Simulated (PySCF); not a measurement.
Hg(Br)2, SMILES [Br][Hg][Br], PBE0/def2-SVP optimised geometry.

```
3

Hg     0.00     0.00     0.00
Br     2.41     0.00     0.00
Br    -2.41     0.00     0.00
```

Density from PBE0/def2-TZVP, def2 effective core potentials past Kr (PySCF 2.14.0) at that geometry. The core electrons that the potentials of Hg replace are not part of the density.

Minimum of the electron density along straight lines between bonded atoms, close to the bond critical point (lines longer than 1.1 times the sum of covalent radii, or with two minima, are not listed):

| bond | length / Å | ρ at the minimum / e bohr⁻³ | ∇²ρ there / e bohr⁻⁵ | position (fraction from the first atom) |
|---|---|---|---|---|
| Hg1–Br2 | 2.414 | 0.095 | 0.14 | 0.50 |
| Hg1–Br3 | 2.414 | 0.095 | 0.14 | 0.50 |
